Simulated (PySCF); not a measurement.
**BF₃ → BF + F₂**

Level: PBE in the def2-TZVP basis family, all electrons, no relativity, computed in PySCF with density fitting; open shells unrestricted.

```json
{"species": "BF₃", "state and structure": "singlet, D3h, B–F 1.325 Å (×3)", "E (Eh)": "-324.38546", "ZPE (kJ/mol)": "31.4", "H(298 K) − H(0) (kJ/mol)": "11.8", "S° (J/(mol K))": "255.6"}
{"species": "BF", "state and structure": "singlet, C∞v, B–F 1.276 Å", "E (Eh)": "-124.57689", "ZPE (kJ/mol)": "8.1", "H(298 K) − H(0) (kJ/mol)": "8.7", "S° (J/(mol K))": "200.7"}
{"species": "F₂", "state and structure": "singlet, D∞h, F–F 1.413 Å", "E (Eh)": "-199.42304", "ZPE (kJ/mol)": "6.0", "H(298 K) − H(0) (kJ/mol)": "8.8", "S° (J/(mol K))": "202.5"}
```

Problem. What is the electronic reaction energy?

Solution. At PBE/def2-TZVP, ΔE = 1012.2 kJ/mol from the differences of the total energies times 2625.5, uphill. 

Problem. Add zero-point, thermal and entropy terms for 298.15 K and 1 bar.

Solution. ΔZPE = -17.3 and Δ[H(298) − H(0)] = 5.7 kJ/mol give ΔH° = 1000.6 kJ/mol. ΔS° = 147.6 J/(mol K), so ΔG° = 1000.6 − 298.15 × (0.1476) = 957 kJ/mol.

Each species is the lowest minimum found with this bonding; other isomers or fragments can lie lower.
